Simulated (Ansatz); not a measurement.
The lowest singlet and triplet of NH2 (SMILES [NH2+]); geometries from B3LYP-D3(BJ)/def2-TZVP, each state relaxed from the structure named, with no frequency check.
Singlet at the triplet's geometry (charge 1, multiplicity 1):
```xyz
3

N      0.0001    -0.0512     0.0000
H     -1.0110     0.1766     0.0000
H      1.0100     0.1820     0.0000
```

A positive gap puts the triplet lower; no zero-point energy. R- takes a restricted singlet. The triplet is unrestricted in single-reference levels. Active spaces average the two states.

Frozen-core correlation.

Programs: Ansatz (an electronic-structure program) with Gaussian orbitals. Each number belongs to the level named beside it.

### Question
Estimate the gap E(singlet) − E(triplet), vertical, at the triplet's geometry that R-CCSD/cc-pVDZ returns for this input.

### Answer
2.23 eV

### Question
What is the computed gap E(singlet) − E(triplet), vertical, at the triplet's geometry (FIC-MRCISD+Q on SA-CASSCF(6,6)/cc-pVTZ)?

### Answer
1.83 eV

### Question
Give the gap E(singlet) − E(triplet), vertical, at the triplet's geometry at the level R-SCS-MP2/cc-pVDZ.

### Answer
2.32 eV

Doubts at one or more of the structures used: a restricted determinant that unrestricted orbitals would lower (R-SCS-MP2/cc-pVDZ, R-CCSD/cc-pVDZ).
